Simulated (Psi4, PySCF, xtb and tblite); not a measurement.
Relaxed torsion scan: C9H9F3, SMILES CCc1ccccc1C(F)(F)F, singlet. Scanned: dihedral C1–C2–C3–C4; all other coordinates were relaxed at GFN2-xTB. Points at φ and −φ are mirror images. Heavy atoms are numbered in the order of the SMILES CCc1ccccc1C(F)(F)F, hydrogens after them in the order of the atoms that carry them; the mirror image has the same energies with the sign of each dihedral reversed.

Computed with: RKS-B3LYP/3-21G = restricted B3LYP/3-21G, density fitting // GFN2-xTB run with PySCF; B3LYP-D3(BJ)/def2-SVP // GFN2-xTB (Psi4); GFN2-xTB (xtb and tblite); PBE-D3(BJ)/def2-SVP // GFN2-xTB (Psi4).

Energies relative to the lowest point of each profile, in eV:

| φ / ° | RKS-B3LYP/3-21G | B3LYP-D3(BJ)/def2-SVP | GFN2-xTB |
|---|---|---|---|
| -150 | 0.268 | 0.239 | 0.213 |
| -120 | 0.107 | 0.094 | 0.077 |
| -90 | 0.000 | 0.000 | 0.000 |
| -60 | 0.100 | 0.044 | 0.023 |
| -30 | 0.111 | 0.063 | 0.041 |
| 0 | 0.086 | 0.034 | 0.027 |
| 30 | 0.111 | 0.063 | 0.041 |
| 60 | 0.100 | 0.044 | 0.023 |
| 90 | 0.000 | 0.000 | 0.000 |
| 120 | 0.107 | 0.094 | 0.077 |
| 150 | 0.268 | 0.239 | 0.213 |
| 180 | 0.328 | 0.320 | 0.300 |

Question: Estimate the PBE-D3(BJ)/def2-SVP values at these points.

Answer: -150: 0.228; -120: 0.092; -90: 0.000; -60: 0.041; -30: 0.057; 0: 0.025; 30: 0.057; 60: 0.041; 90: 0.000; 120: 0.092; 150: 0.228; 180: 0.303 (eV).
